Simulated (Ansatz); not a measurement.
Consider the formal exchange of groups at the Si–Si bond: `O[Si@@H]1[SiH2][Si@H]1[SiH3]` + silanol → `O[SiH2][SiH3]` + `O[SiH]1[SiH2][SiH2]1`.

Computed with Ansatz on PBE0-D4/def2-TZVP structures; ΔE is electronic, products minus reactants. CCSD(T)/CBS is the MP2 limit (def2-TZVPP, def2-QZVPP) plus CCSD(T) − MP2 in def2-TZVPP, frozen cores. DFT in def2-TZVPP. B3LYP here is the variant with VWN-RPA as its local correlation; programs differ in this. Each species was taken in one conformer, which may not be the lowest.

```
                       species  B3LYP-D4 energy (Eh)
`O[Si@@H]1[SiH2][Si@H]1[SiH3]`           -1238.18744
                     `O[SiH3]`            -367.23038
               `O[SiH2][SiH3]`            -657.96001
        `O[SiH]1[SiH2][SiH2]1`            -947.44770
```

(1) Work out ΔE.

Largest T1 diagnostic among the species: 0.015.

Results:

(1) ΔE = (-657.96001) + (-947.44770) − (-1238.18744) − (-367.23038) = 0.01011 Eh = +0.28 eV. CCSD(T)/CBS gives +0.31 eV.

In def2-TZVPP, CCSD(T) changes the Hartree–Fock value by +0.07 eV (the triples alone add +0.02 eV) and MP2 by +0.12 eV. The D4 term adds +0.04 eV with B3LYP and +0.03 eV with PBE0; it sums over pairs of atoms, weighted by their polarisabilities, and B3LYP, whose exchange is more repulsive, gets the larger term.
